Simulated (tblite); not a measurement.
C5H7O2S (charge -1).
SMILES with atom numbers: `[CH:1]#[C:2][CH-:3][S:4](=[O:5])(=[O:6])[CH2:7][CH3:8]` (hydrogens: H9 on C1; H10 on C3; H11, H12 on C7; H13, H14, H15 on C8)

Cartesian coordinates in Å at the GFN2-xTB level; atoms count from 1:
```xyz
15
C5H7O2S angstrom
C      2.6899   -1.2257    1.0310
C      2.1385   -0.5591    0.1812
C      1.4756    0.1684   -0.7899
S      0.1233    1.0586   -0.2386
O      0.4709    1.9994    0.8223
O     -0.5790    1.6456   -1.3819
C     -1.1669   -0.0391    0.5806
C     -1.7021   -1.0030   -0.4482
H      3.3643   -1.6197    1.7361
H      1.2413   -0.3158   -1.7283
H     -0.6523   -0.5318    1.4012
H     -1.9276    0.6361    0.9615
H     -2.5288   -1.6056   -0.0644
H     -0.9061   -1.6715   -0.7735
H     -2.0454   -0.4343   -1.3110
```

Computed values, GFN2-xTB/tblite, gas phase, harmonic and unscaled. Errors from tens to a few hundred cm⁻¹ against measured bands are possible. One conformer, not necessarily the lowest.

Harmonic wavenumbers (cm⁻¹): 43.9, 78.2, 106.0, 171.7, 175.2, 217.8, 256.2, 284.9, 345.0, 388.7, 423.4, 454.1, 499.8, 549.6, 600.5, 650.2, 759.0, 834.0, 926.8, 976.7, 1065.1, 1095.1, 1102.0, 1153.1, 1188.1, 1213.2, 1217.1, 1389.7, 1455.4, 1493.2, 1505.2, 2202.9, 2953.4, 3004.4, 3010.4, 3015.3, 3022.2, 3025.4, 3327.4.

A = 2412, B = 1470, C = 1189 MHz; mass 131.017 u (most abundant isotopes); point group C1, symmetry number 1.

Q: Zero-point energy?

A: ½Σν̃ = 23090 cm⁻¹ = 276.22 kJ/mol.

Q: What is S at 273.15 K and 1 bar for an ideal gas of classical rigid rotors and harmonic oscillators?

A: Translation 167.84, rotation 119.09, vibration 112.10: S = 399.0 J/(mol K).

Q: And Cp and H(273.15 K) − H(0)?

A: Cp = 147.85 J/(mol K), of which vibrations give 114.59 (their classical limit is 39 R = 324.3); H(273.15 K) − H(0) = 25.47 kJ/mol without the zero-point energy, 16.38 from vibrations.

Q: What must be added to the electronic energy to get the Gibbs energy at 273.15 K and 1 bar?

A: ZPE + [H(273.15 K) − H(0)] − T·S = 276.22 + 25.47 − 108.99 = 192.70 kJ/mol.

Q: Which modes carry the vibrational entropy at 273.15 K?

A: 43.9 cm⁻¹: 20.51; 78.2 cm⁻¹: 15.75; 106.0 cm⁻¹: 13.27; 171.7 cm⁻¹: 9.43; 175.2 cm⁻¹: 9.27; 217.8 cm⁻¹: 7.61 J/(mol K); the other 33 give 36.26 together.

Q: How do the functions run with temperature in this model?

A: 
| T (K) | S (J/(mol K)) | Cp (J/(mol K)) | H − H(0) (kJ/mol) | G − H(0) (kJ/mol) | ln q(vib) |
| --- | --- | --- | --- | --- | --- |
| 150 | 325.0 | 102.0 | 9.98 | -38.77 | 2.98 |
| 250 | 386.3 | 139.9 | 22.13 | -74.44 | 5.66 |
| 298.15 | 412.3 | 156.1 | 29.27 | -93.67 | 6.93 |
| 400 | 462.6 | 186.2 | 46.75 | -138.27 | 9.54 |
| 600 | 546.9 | 229.7 | 88.65 | -239.49 | 14.35 |
| 900 | 648.5 | 270.5 | 164.20 | -419.41 | 20.77 |

q(vib) and H(0) count from the zero-point level.

Hindered rotation and anharmonicity are outside this model. Other conformers, if any are populated, would add a mixing term that is left out. The structure is chiral; the term R ln 2 for an equal mix with its mirror image is left out.
